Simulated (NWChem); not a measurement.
CH7AlSi; SMILES [AlH]([SiH3])[CH3]

```xyz
10

Al    -0.4969    -0.6238     0.3558
H     -1.9087    -0.8354     1.0720
C      0.5447    -2.2000    -0.1599
H      0.7571    -2.8261     0.7246
H      1.5035    -1.9638    -0.6459
H     -0.0380    -2.8365    -0.8490
Si     0.2576     1.6870    -0.0430
H      1.5920     1.7700    -0.7221
H      0.3676     2.4490     1.2460
H     -0.7231     2.4353    -0.8989
```
Atoms are numbered in this order, from 1.

Program: NWChem. The geometry was optimised at PBE0/def2-SVP. Core excitations by TDA in a window of 1s orbitals, non-relativistic and unshifted: absolute energies depend strongly on the exact-exchange share.

Problem. What does the run give for Al K edge, PBE/def2-TZVP? Quantities: first 1s excitation (eV); dipole oscillator strength of the first; first state with f > 0.002 (eV); dipole oscillator strength of that state.

Solution. 
```
Item                                       Value
----------------------------------------  ------
first 1s excitation (eV)                  1504.2
dipole oscillator strength of the first   0.0037
first state with f > 0.002 (eV)           1504.2
dipole oscillator strength of that state  0.0037
```
